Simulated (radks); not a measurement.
Problem. All-electron atom: the promethium ion Pm44+ in [Ne] 3s2 3p5 (the NIST ground configuration). Calculated with a radial shooting solver on a logarithmic mesh with Libxc functionals: non-relativistic Kohn-Sham, PBE, spin-polarised, spherical densities, point nucleus; open shells are filled with parallel spins first (spin-orbit coupling, left out, can overturn this in heavy ions); relativity is left out, which matters for an element this heavy. Some entries of the table are withheld. Estimate them.

orbital,occ.,eigenvalue (hartree),r(max) (bohr),<r^2> (bohr^2)
1s up,1,-1664.997,0.01649,0.0008274
1s down,1,-1664.902,0.01649,0.0008274
2s up,1,-343.1071,0.09003,0.01289
2s down,1,-343.0416,0.09004,0.01289
2p up,3,-331.6351,0.07015,0.009588
2p down,3,-331.5370,0.07016,0.009587
3s up,1,-134.6288,0.2392,0.07217
3s down,1,-134.3655,0.2392,0.07226
3p up,3,-130.2483,0.2250,(1)
3p down,2,-129.9764,0.2250,(2)

Solution. 
(1) 3p up <r^2> (bohr^2): 0.06596
(2) 3p down <r^2> (bohr^2): 0.06604
